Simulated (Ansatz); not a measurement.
Start from `C[CH2][Mg][O]C` and change one atom or group to get `C[CH2][Mg][CH2]C`.

Ansatz, PBE0-D4/def2-TZVP geometries, multiplicity 1. Each molecule was computed in one conformer, which needn't be the lowest.

```csv
property,`C[CH2][Mg][O]C`
HOMO energy (PBE0/def2-TZVPP) / eV,-6.70
size of the dipole moment (ωB97M-V/def2-TZVPP) / D,0.46
LUMO energy (B3LYP/def2-TZVPP) / eV,-1.01
LUMO energy (PBE/def2-TZVPP) / eV,-1.45
HOMO–LUMO gap (B3LYP/def2-TZVPP) / eV,5.52
LUMO energy (ωB97M-V/def2-TZVPP) / eV,0.41
```

Problem. What does the change do to each property? (Estimate.)

Solution. Computed: 
```json
{"property": "HOMO energy (PBE0/def2-TZVPP) / eV", "`C[CH2][Mg][CH2]C`": "-5.89", "shift": "0.81"}
{"property": "size of the dipole moment (ωB97M-V/def2-TZVPP) / D", "`C[CH2][Mg][CH2]C`": "0.43", "shift": "-0.03"}
{"property": "LUMO energy (B3LYP/def2-TZVPP) / eV", "`C[CH2][Mg][CH2]C`": "-0.76", "shift": "0.25"}
{"property": "LUMO energy (PBE/def2-TZVPP) / eV", "`C[CH2][Mg][CH2]C`": "-1.16", "shift": "0.29"}
{"property": "HOMO–LUMO gap (B3LYP/def2-TZVPP) / eV", "`C[CH2][Mg][CH2]C`": "4.95", "shift": "-0.57"}
{"property": "LUMO energy (ωB97M-V/def2-TZVPP) / eV", "`C[CH2][Mg][CH2]C`": "0.49", "shift": "0.08"}
```

With PBE0 the HOMO rises by 0.81 eV and the LUMO rises by 0.22 eV, so the gap narrows by about 0.59 eV. PBE moves the HOMO by 0.69 eV and ωB97M-V by 0.87 eV. Dipoles are sizes alone; their direction can turn.

B3LYP here is the variant with VWN-RPA as its local correlation; programs differ in this.
